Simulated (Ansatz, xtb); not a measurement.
# C7H5NO: which of two isomers lies lower

We compare I, `C#Cc1cc[nH]c1C=O`, a singlet, with II, `C#Cc1cc(C=O)c[nH]1`, a singlet. Both are isolated molecules in the gas phase, relaxed with B3LYP-D3(BJ)/def2-SVP; the shapes shown needn't be the lowest conformers.

I (Å):

```xyz
14

C    -2.9215   -1.8807    0.0496
C    -2.0840   -1.0431    0.3177
C    -1.1008   -0.0662    0.6275
C     0.2325    0.0088    0.1258
C     0.8263    1.1244    0.7003
C    -1.2656    1.0251    1.5012
C    -2.3924    1.4694    2.3001
N    -0.0832    1.7190    1.5187
O    -2.3476    2.4585    3.0111
H    -3.6608   -2.6218   -0.1882
H     0.6936   -0.6816   -0.5757
H     1.8299    1.5255    0.5775
H     0.0352    2.5531    2.0841
H    -3.3079    0.8377    2.2172
```

II (Å):

```xyz
14

C    -0.7813   -1.4834   -2.8420
C    -0.5316   -1.1433   -1.7026
C    -0.2525   -0.7407   -0.3741
C     0.8594   -0.9486    0.4323
C     0.6035   -0.3192    1.6864
C     1.4793   -0.2660    2.8582
C    -0.6652    0.2576    1.6071
N    -1.1633   -0.0011    0.3749
O     1.2033    0.2880    3.9014
H    -0.9944   -1.7879   -3.8493
H     1.7538   -1.4951    0.1421
H     2.4616   -0.7908    2.7261
H    -1.2123    0.8231    2.3570
H    -2.0683    0.2932    0.0282
```

Energies in hartree; the thermal terms are from GFN2-xTB frequencies at re-optimised GFN2-xTB minima (ideal gas, soft modes damped towards free rotors, one conformer each, 298.15 K, 1 atm) and include the zero-point energy:

|  | I | II |
| --- | --- | --- |
| E, CCSD(T)/def2-SVP | −398.252580 | −398.247987 |
| E, MP2/def2-SVP | −398.164051 | −398.157795 |
| E, MP2/def2-TZVPP | −398.883700 | −398.877072 |
| zero-point energy | 0.098084 | 0.097884 |
| H(298 K) − E | 0.107146 | 0.107046 |
| G(298 K) − E | 0.065249 | 0.064966 |

Task: Correct the CCSD(T) difference for the basis set by the MP2 change, then work out ΔE, ΔE₀, ΔH and ΔG for I → II in kJ/mol (1 Eh = 2625.50 kJ/mol) and the equilibrium ratio [II]/[I].

Result: 1. Differences II − I: CCSD(T) +0.004593, MP2 in the small set +0.006256, MP2 in the large set +0.006628 Eh.
2. ΔE = +0.004593 + (+0.006628 − (+0.006256)) = +0.004965 Eh = +13.04 kJ/mol.
3. ΔE₀ = ΔE + ΔZPE = +0.004965 + (−0.000200) Eh = +12.51 kJ/mol.
4. ΔH = ΔE + (−0.000100) Eh = +12.77 kJ/mol.
5. ΔG = ΔE + (−0.000283) Eh = +12.29 kJ/mol, so ΔS = (ΔH − ΔG)/T = +1.6 J/(mol K).
6. kT = 0.9442 mEh, so K = [II]/[I] = exp(−ΔG/kT) = exp(−4.96) ≈ 0.007.

Structure I is favoured at this temperature. An error of 4 kJ/mol in ΔG would change K by a factor of 5. HF/STO-3G found them nearly level. Mirror images and further conformers aren't counted.

As drawn, both hold the same kinds of bond in the same numbers.

Other levels gave ΔE = +11.4 (GFN2-xTB); +1.5 (HF/STO-3G, GFN2-xTB geometries); +16.6 (r2SCAN-D4/def2-SVP, GFN2-xTB geometries); +14.6 (B3LYP-D3(BJ)/def2-SVP); +6.4 (HF/def2-SVP); +16.4 (MP2/def2-SVP); +12.1 (CCSD(T)/def2-SVP) kJ/mol. The correlated steps freeze 9 core orbitals. Programs: Ansatz 0.2.0, xtb 6.7.1.
